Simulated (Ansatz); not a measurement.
Two isomers of BClFH4NSi: A = `NB[SiH](F)Cl`, B = `N[SiH](F)BCl`.

Calculated with Ansatz (gas phase, PBE0-D4/def2-TZVP geometries, no zero-point term in ΔE). CBS: MP2 limit from def2 TZ/QZ plus the TZ coupled-cluster correction, frozen cores. DFT in def2-TZVPP. B3LYP here is the variant with VWN-RPA as its local correlation; programs differ in this. One conformer a species, not always the lowest.

(1) Which isomer does CCSD(T)/CBS put lower? Give the gap. (An estimate is asked.)

(2) Give E(B) − E(A) in kcal/mol with PBE0-D4, MP2/def2-TZVPP, B3LYP, B2PLYP, HF/def2-TZVPP, CCSD(T)/def2-TZVPP, CCSD/def2-TZVPP. (An estimate is asked.)

Largest T1 diagnostic: 0.013.

Results:

(1) Computed: A, by 22.5 kcal/mol.

(2) Computed: PBE0-D4 23.8, MP2/def2-TZVPP 22.6, B3LYP 23.8, B2PLYP 23.2, HF/def2-TZVPP 21.8, CCSD(T)/def2-TZVPP 22.5, CCSD/def2-TZVPP 22.3. None reverses the order clearly.
